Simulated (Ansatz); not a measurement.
CAuO, SMILES [O+]#[C-]->[Au+], charge +1, multiplicity 1.

Coordinates come from a B3LYP-D3(BJ)/def2-TZVP optimisation. The spin state was assumed, not searched. The isomer is the one that the SMILES or the coordinates give; other isomers of the formula were not compared. The def2 effective core potentials stand for the cores of Au; spin–orbit coupling is left out.

Two levels are set side by side: PBE/def2-TZVPD (Ansatz, an electronic-structure program) and PBE0/def2-TZVPD (Ansatz). Energy differences of separate SCF runs at the same geometry; the states with an electron removed or added have multiplicity 2 and 2. Differences are taken from unrounded values.

```tsv
quantity	PBE0	PBE	PBE minus PBE0
vertical ionisation energy (eV)	18.32	18.35	0.03
vertical electron affinity (eV)	7.43	7.60	0.16
vertical singlet–triplet gap (eV)	3.39	3.36	-0.03
```
